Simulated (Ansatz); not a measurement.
`[SiH3][SiH2][SiH2][SiH3]` + `B[SeH]` → `B[Se][SiH2][SiH3]` + `[SiH3][SiH3]`  (cleavage of the Si–Si bond)

Computed with Ansatz on PBE0-D4/def2-TZVP structures; ΔE is electronic, products minus reactants. CCSD(T)/CBS adds triple-zeta CCSD(T) − MP2 to the extrapolated MP2 energy (def2 sets, frozen cores). Functionals use def2-TZVPP. For Se outer-core shells are correlated without core-valence functions, which leaves a few kJ/mol of doubt a bond. Scalar relativity is left out up to krypton. One conformer a species, not always the lowest.

`[SiH3][SiH2][SiH2][SiH3]`:

```xyz
14

Si   -1.196    1.255   -1.615
Si   -0.765   -0.971   -1.039
Si    1.159   -1.089    0.283
Si    0.905    0.265    2.173
H    -2.383    1.362   -2.504
H    -1.448    2.050   -0.383
H    -0.018    1.833   -2.317
H    -1.920   -1.511   -0.268
H    -0.605   -1.791   -2.273
H     2.327   -0.610   -0.511
H     1.424   -2.495    0.699
H     2.088    0.168    3.070
H     0.738    1.683    1.754
H    -0.306   -0.148    2.932
```

`B[SeH]`:

```xyz
5

B    -0.450    0.362    0.270
Se    0.487   -0.375   -1.208
H    -0.144    0.092    1.386
H    -1.346    1.098   -0.001
H     1.454   -1.178   -0.447
```

`B[Se][SiH2][SiH3]`:

Cartesian coordinates in Å:
```
B -0.570 -0.350 -2.277
Se 1.213 -0.604 -1.650
Si 1.070 0.688 0.253
Si -0.410 -0.324 1.751
H -1.343 0.332 -1.678
H -0.861 -0.902 -3.292
H 2.444 0.753 0.817
H 0.641 2.059 -0.125
H -1.737 -0.480 1.100
H 0.117 -1.665 2.114
H -0.563 0.493 2.986
```

`[SiH3][SiH3]`:

```xyz
8

Si   -0.286    0.908    0.679
Si    0.286   -0.908   -0.679
H     0.278    2.167    0.121
H    -1.765    1.044    0.761
H     0.250    0.714    2.053
H     1.765   -1.042   -0.763
H    -0.253   -0.715   -2.052
H    -0.275   -2.167   -0.119
```

Task: Is it downhill or uphill in electronic energy at CCSD(T)/CBS, and by how much? (An estimate is asked.)

Result: Ansatz gave: Downhill: ΔE = -44.9 kJ/mol.

Task: What do these levels give: PBE-D4, PBE0-D4, CAM-B3LYP-D4, PBE0, RPA@PBE/def2-TZVPP, SCS-MP2/def2-QZVPP? (An estimate is asked.)

Result: The calculation gave: PBE-D4 -31.9, PBE0-D4 -35.4, CAM-B3LYP-D4 -42.0, PBE0 -36.4, RPA@PBE/def2-TZVPP -40.5, SCS-MP2/def2-QZVPP -52.3 kJ/mol.

Largest T1 diagnostic among the species: 0.014.

From BLYP to BHLYP (50 % exact exchange), in def2-TZVPP and without D4, ΔE moves by −7.2 kJ/mol. In def2-TZVPP, CCSD(T) changes the Hartree–Fock value by +12.9 kJ/mol (the triples alone add +1.1 kJ/mol) and MP2 by +4.2 kJ/mol. At CCSD(T), def2-SVP lies +9.8 kJ/mol from the extrapolated value and def2-TZVPP +3.4 kJ/mol.
